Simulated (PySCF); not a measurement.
CI3, SMILES I[C+](I)I, charge +1. Heavy atoms are numbered as in [C+:1]([I:2])([I:3])[I:4].

The structure is a stationary point at PBE0-D3(BJ)/def2-SVP. The def2 effective core potentials stand for the cores of I; spin–orbit coupling is left out.

Level of theory: B3LYP/def2-TZVP (PySCF).

ESP charges are fitted to the potential on shells at 1.4 to 2.0 van der Waals radii. Atomic charges (e), one atom of each kind:

```csv
atom,Mulliken,Löwdin,ESP fit
C1,-0.25,-0.98,(withheld)
I2,0.42,0.66,(withheld)
```

Problem. What belongs in the gaps? (The exact figures need the calculation; the answer reports its results.)

Solution. 
- C1, ESP fit: -0.44
- I2, ESP fit: 0.48

Computed Mayer and Wiberg (Löwdin basis) orders of the bonds:
```
bond   Mayer  Wiberg
-----  -----  ------
C1–I2   1.31    1.85
C1–I3   1.31    1.85
C1–I4   1.31    1.85
```
